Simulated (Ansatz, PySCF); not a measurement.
Reaction R1 → 2 P1, each structure at its B3LYP-D3(BJ)/def2-TZVP stationary point, reached from a drawn start (curvature not checked).
P1: S atom, charge 0, multiplicity 3.
R1: S2 (SMILES S=S), charge 0, multiplicity 3.

P less R. No zero-point or thermal terms; open shells are unrestricted; no spin–orbit coupling.

Cores are frozen in the correlated methods.

Programs: Ansatz (Gaussian orbitals); PySCF for M06-2X. Each number belongs to the level named beside it.

```tsv
level	reaction energy (kcal/mol)
HF/cc-pV(T+d)Z	50.97
B97M-V/def2-TZVPP	109.01
B3LYP/def2-TZVPP	103.10
M06-2X/def2-TZVPP	104.35
CAM-B3LYP/def2-TZVPP	100.15
wB97M-V/def2-TZVPP	105.05
MP2/cc-pV(D+d)Z	___
SCS-MP2/cc-pV(Q+d)Z	___
CCSD(T)/cc-pV(Q+d)Z	___
```

Problem. Some entries are withheld; supply them.

Solution. 
- MP2/cc-pV(D+d)Z, reaction energy (kcal/mol): 90.32
- SCS-MP2/cc-pV(Q+d)Z, reaction energy (kcal/mol): 99.50
- CCSD(T)/cc-pV(Q+d)Z, reaction energy (kcal/mol): 99.78

Ansatz is an electronic-structure program.
